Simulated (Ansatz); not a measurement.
`C=[C](O)[GeH3]`, charge 0, multiplicity 1.

Q: Give a relaxed structure at PBE0-D4/def2-TZVP (Ansatz). (Estimate.)

A: Computed: 
Z-matrix (Å, degrees):
```
Ge
C 1 1.954
H 1 1.540 2 109.4
H 1 1.540 2 109.5 3 -117.7
H 1 1.531 2 109.2 3 121.1
O 2 1.365 1 119.3 3 58.7
C 2 1.330 1 121.3 3 -121.4
H 6 0.959 2 110.8 1 -0.2
H 7 1.085 2 121.1 1 -180.0
H 7 1.081 2 120.5 1 0.0
```
Point group Cs.
This is one stationary point; other conformers may exist.
